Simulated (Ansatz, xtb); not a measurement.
TlCl (SMILES [Cl][Tl]): the energy, rung by rung

TlCl: 2 atoms, total charge 0, spin state singlet. SMILES: `[Cl][Tl]`. Geometry: the measured bond length. The run starts from this shape.

```
atom   x (Å)   y (Å)   z (Å)
  Cl  0.0000  0.0000  0.0000
  Tl  0.0000  0.0000  2.4848
```

Each level gives the adiabatic ionisation energy (to the doublet cation, no zero-point term) (eV). The values are calculated.

```tsv
level	kind	program	value (eV)	CPU time (all runs)
GFN1-xTB	semi-empirical	xtb	13.80	under 2 s
SVWN5/def2-TZVP (core potential)	LDA	Ansatz	10.02	13 s
PBE-D3(BJ)/def2-TZVP (core potential)	GGA	Ansatz	9.71	25 s
r2SCAN/def2-TZVP (core potential)	meta-GGA	Ansatz	9.76	61 s
B3LYP-D4/def2-TZVP (core potential)	global hybrid	Ansatz	9.77	49 s
wB97X-V/def2-TZVP (core potential)	range-separated hybrid	Ansatz	9.74	2.3 min
```

Spin-orbit coupling, which can split open shells on such heavy atoms by tenths of an eV, is left out. The values span 9.71 to 13.80 eV. The xTB values lack the empirical shift that such differences need. CPU times are rough (shared hosts, several kinds of processor): they show what a rung costs within a factor of a few.
